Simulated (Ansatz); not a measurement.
Conformers of C₂H₆ClFSSi₂ (`C=C[SiH](F)S[SiH2]Cl`), each relaxed with PBE0-D4/def2-TZVP in Ansatz. CBS adds the triple-zeta coupled-cluster correction to the MP2 limit.

Not all of them had a frequency check.

Conformer A:

```xyz
13

C     1.059   -0.421   -1.743
C     1.203   -0.523   -0.424
Si   -0.010   -1.423    0.630
F    -1.144   -2.005   -0.335
S    -0.884   -0.163    2.112
Si   -1.255    1.566    0.932
Cl    0.373    2.816    0.856
H     0.220   -0.874   -2.261
H     1.771    0.121   -2.358
H     2.054   -0.043    0.054
H     0.565   -2.555    1.389
H    -1.606    1.201   -0.456
H    -2.346    2.303    1.603
```

Conformer B:

```xyz
13

C    -0.020   -1.820   -0.671
C     0.253   -1.464    0.582
Si   -0.593   -0.088    1.473
F     0.492    0.612    2.417
S    -1.467    1.339    0.156
Si    0.279    1.925   -0.916
Cl    0.284    1.163   -2.824
H     0.478   -2.656   -1.152
H    -0.752   -1.287   -1.271
H     0.999   -2.034    1.135
H    -1.702   -0.531    2.346
H     0.253    3.396   -1.046
H     1.496    1.446   -0.229
```

Which is lowest in electronic energy at CCSD(T)/CBS (frozen core, def2 sets), and by how much? (Best estimate.)

Computed: A; B lies 1.7 kJ/mol higher. Gaps under about 2 kJ/mol don't settle the order.

Give the energies relative to A (kJ/mol) with r2SCAN-D4/def2-TZVPP, r2SCAN/def2-TZVPP, PBE0/def2-TZVPP, HF/def2-TZVPP, SCS-MP2/def2-TZVPP, CCSD(T)/def2-TZVPP, MP2/def2-QZVPP. (An estimate is asked.)

The calculation gave: 
| level | B |
| --- | --- |
| r2SCAN-D4/def2-TZVPP | 2.8 |
| r2SCAN/def2-TZVPP | 2.9 |
| PBE0/def2-TZVPP | 2.4 |
| HF/def2-TZVPP | 3.5 |
| SCS-MP2/def2-TZVPP | 2.2 |
| CCSD(T)/def2-TZVPP | 1.8 |
| MP2/def2-QZVPP | 1.8 |
